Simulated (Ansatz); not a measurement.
The same atomization along the group B, Al, Ga.

Computed with Ansatz on PBE0-D4/def2-TZVP structures; ΔE is electronic, products minus reactants. CCSD(T)/CBS is the MP2 limit (def2-TZVPP, def2-QZVPP) plus CCSD(T) − MP2 in def2-TZVPP, frozen cores. This one scheme is used for every species, atoms too. DFT in def2-TZVPP. Open shells (•) are unrestricted, without spin–orbit coupling. Spin–orbit coupling would lower the free atoms: a little for Al, B, C, Cl, F, Si; clearly for Ga. For Ga outer-core shells are correlated without core-valence functions, so the limit isn't a true one: a few kJ/mol of doubt a bond, and 10 to 20 or more in all where bonds break to atoms. Scalar relativity is left out up to krypton. Each species was taken in one conformer, which may not be the lowest.

```csv
reaction,MP2/CBS(def2) (kcal/mol),PBE0-D4 (kcal/mol),ωB97M-V (kcal/mol),B2PLYP (kcal/mol)
`C[SiH2]B(F)Cl` → C• + Cl• + F• + B• + 5 H• + Si•,885.0,872.9,874.8,861.8
`C[SiH2][Al]([F])[Cl]` → C• + Cl• + F• + Al• + 5 H• + Si•,850.6,830.0,835.8,823.9
`C[SiH2][Ga]([F])[Cl]` → C• + Cl• + F• + Ga• + 5 H• + Si•,808.1,790.0,793.0,782.3
```

Problem. Give the CCSD(T)/CBS values in the same order. (Best estimate.)

Solution. The calculation gave: 869.7, 838.0, 795.8 kcal/mol.

Largest T1 diagnostic: 0.018, for Al•.

For atomizations the MP2-based limit and the directly extrapolated one differ by several kJ/mol either way, and by 10 to 25 for some Ge, Se and Sn compounds, so smaller differences from it don't rank the levels.
